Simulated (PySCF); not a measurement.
Estimate the missing entries of this data sheet.

3-chlorobenzonitrile, C₇H₄ClN.
SMILES: `N#Cc1cccc(Cl)c1`

```csv
property,level,value
point group of the GFN2-xTB geometry,GFN2-xTB,?
"rotational constants A, B, C of the GFN2-xTB geometry",GFN2-xTB,"2.809, 0.897, 0.680 GHz"
dipole moment,B3LYP/def2-SVPD,?
HOMO energy,B3LYP/def2-SVPD,?
LUMO energy,B3LYP/def2-SVPD,?
lowest singlet excitation,TDDFT B3LYP/def2-SVPD,?
strongest line among the 8 lowest singlet transitions,TDDFT B3LYP/def2-SVPD,"S3 at 6.13 eV (202 nm, f = 0.628)"
lowest triplet excitation (Tamm–Dancoff),TDA B3LYP/def2-SVPD,3.72 eV
static isotropic polarisability,B3LYP/def2-SVPD,99.6 au
electronic spatial extent ⟨r²⟩ about the centre of nuclear charge,B3LYP/def2-SVPD,1507 bohr²
```

The electronic properties come from PySCF, for the isolated species, density fitting.

(1) Give the HOMO energy.

(2) The point group of the GFN2-xTB geometry?

(3) What is the dipole moment?

(4) The LUMO energy?

(5) What is the lowest singlet excitation?

Answers

(1) -7.62 eV.

(2) Cs.

(3) 3.99 D.

(4) -2.11 eV.

(5) 4.82 eV (257 nm, f = 0.022).

The rotational constants make it an asymmetric top with κ = (2B − A − C)/(A − C) = -0.80, nearer the prolate limit (−1). In wavenumbers S1 is 38900 cm⁻¹ (1 eV = 8065.54 cm⁻¹). The principal polarisabilities are 56.1, 104.2 and 138.5 au; their mean is the isotropic value. The polarisability is 14.76 Å³ as a volume (1 au = 0.148185 Å³), or 1.42 au for each of the 70 electrons. The vertical singlet–triplet gap S1 − T1 is 1.10 eV (TDDFT singlet less Tamm–Dancoff triplet; S1: HOMO→LUMO, weight 0.63; T1: HOMO→LUMO, weight 0.56).
